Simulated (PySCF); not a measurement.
# Excitation energy of C²⁺ by level of theory

C²⁺ [He] 2s2 (1S) → C²⁺ [He] 2s1 3d1 (3D), as a difference of total energies. All numbers are calculated (PySCF 2.14, the non-relativistic Hamiltonian (point nucleus), in aug-cc-pVTZ with one added diffuse shell each of s, p, d, f type (6s5p4d3f, 62 functions)). Correlated levels: valence: 1s2 frozen. The calculations carry no spin-orbit coupling.

| method | excitation energy (eV) |
| --- | --- |
| UHF | 31.705 |
| LDA | 31.786 |
| PBE | 31.703 |
| PBE0 | 31.932 |
| r2SCAN | 31.722 |
| BLYP | 31.818 |
| wB97M-V | 32.245 |
| B3LYP | 32.067 |
| TPSSh | 31.983 |
| MP2 (valence) | 32.747 |
| SCS-MP2 (valence) | 33.070 |

Question: How much does correlation contribute at MP2 (valence)?

Answer: 32.747 − (31.705) = 1.042 eV, measured against UHF.

The promoted electron is Rydberg-like, and one or two diffuse shells describe it only roughly, which tends to raise the upper state.
